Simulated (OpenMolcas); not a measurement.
# Pd2+: ligand-field states by method

Pd2+ with its 6 nearest fluoride ions at 2.203 Å, on the Ca site of CsCaF3 (a = 4.526 Å, distance in the model lattice 2.263 Å). The rest of the host is ab initio model potentials to 7.6 Å, with orthogonalisation functions on the cations behind the ligands, and point charges beyond; the distance is set by hand and nothing relaxes. Ligand basis ANO-RCC-VDZP.
```
Pd    0.0000    0.0000    0.0000
F     2.2030    0.0000    0.0000
F     0.0000    2.2030    0.0000
F    -2.2030    0.0000    0.0000
F     0.0000   -2.2030    0.0000
F     0.0000    0.0000    2.2030
F     0.0000    0.0000   -2.2030
```

- Program: OpenMolcas
- Basis: ANO-RCC-VTZP [7s6p4d2f1g]
- Scalar Hamiltonian: DKH2, point nucleus
- Active space: 8 electrons in 5 orbitals (4d)
- State averaging: 2S+1 = 3 even, 10 roots; 2S+1 = 1 even, 15 roots
- Spin-orbit coupling: RASSI with atomic mean-field integrals over the reference wave functions

I. CASSCF
II. SS-CASPT2, IPEA 0.25 Eh, imaginary shift 0.1 Eh (closed shells correlated: 4s 4p and the ligand valence shells)

Spin-free states (labels of O, the rotations of Oh) in cm-1, each column counted from its own energy of the first state listed:

| State | Degeneracy | I | II |
| --- | --- | --- | --- |
| 3A2 | 1 | 0 | 0 |
| 3T2 | 3 | 10191 | 12320 |
| 1E | 2 | 13877 | 9450 |
| 3T1 | 3 | 16521 | 18010 |
| 1A1 | 1 | 23078 | 17510 |
| 1T2 | 3 | 23696 | 22090 |
| 3T1 | 3 | 27571 | 27040 |
| 1T1 | 3 | 27986 | 25720 |
| 1E | 2 | 36156 | 36800 |
| 1T2 | 3 | 36552 | 36900 |
| 1A1 | 1 | 59840 | 53830 |

From I to II, I's first state of the same spin (3T2) moves from 10191 to 12320 cm-1, by about +2100 cm-1.

From I to II, I's first state of another spin (1E) moves from 13877 to 9450 cm-1, by about -4400 cm-1.

I: A least-squares ligand-field fit to the states below 45000 cm-1, each weighted by its degeneracy and with a free common offset, gives 10Dq = 10273 cm-1, B = 896 cm-1 and C = 3577 cm-1 (C/B = 3.99), with an rms deviation of 57 cm-1. The same method and metal basis give the free ion B = 953 cm-1 (fit to its terms below 60000 cm-1, rms deviation 8 cm-1), so the nephelauxetic ratio is β = 896 / 953 = 0.94; it hangs on how both fits weigh the states, and computed free-ion B values tend to be too large, so β mixes covalency with correlation.

II: A least-squares ligand-field fit to the states below 45000 cm-1, each weighted by its degeneracy and with a free common offset, gives 10Dq = 12813 cm-1, B = 557 cm-1 and C = 3182 cm-1 (C/B = 5.72), with an rms deviation of 505 cm-1. The same method and metal basis give the free ion B = 774 cm-1 (fit to its terms below 60000 cm-1, rms deviation 405 cm-1), so the nephelauxetic ratio is β = 557 / 774 = 0.72; it hangs on how both fits weigh the states, and computed free-ion B values tend to be too large, so β mixes covalency with correlation.

From I to II, 10Dq changes by +25 %, B by -38 % and C by -11 %.

χT at 300 K: I 1.54, II 1.45 cm3 K/mol.

Roots that are degenerate in the reference are averaged as groups; the widest CASPT2 spread within a group is 110 cm-1 (the 3-fold group of multiplicity 3 near 27000 cm-1 above the lowest state of its run, II). Shifts and gaps below about the spread of the groups concerned are not significant. Over all roots computed the reference weight is 0.71 to 0.72 in II; a low but even weight reflects the number of correlated electrons. Real 4d8 and 5d8 ions are as a rule square planar and diamagnetic. Ligand-to-metal charge-transfer states are missing. With no ligand orbital active B as a rule stays too high, so bands that hang on it stand too high and its fall with covalency is understated. Without dynamic correlation the repulsion within the d shell is too large (B by tens of per cent), so at a given field states of lower spin stand too high (holds for I). With metal d orbitals alone the field can be off either way by tens of per cent (holds for I). With one d shell and no ligand orbital active, 10Dq can be off by a tenth or more (holds for II). Free-ion shares, where given, are those of the reference states; single-state CASPT2 does not remix them (holds for II). No measured value stands beside these numbers; the geometry was set by hand and not optimised.
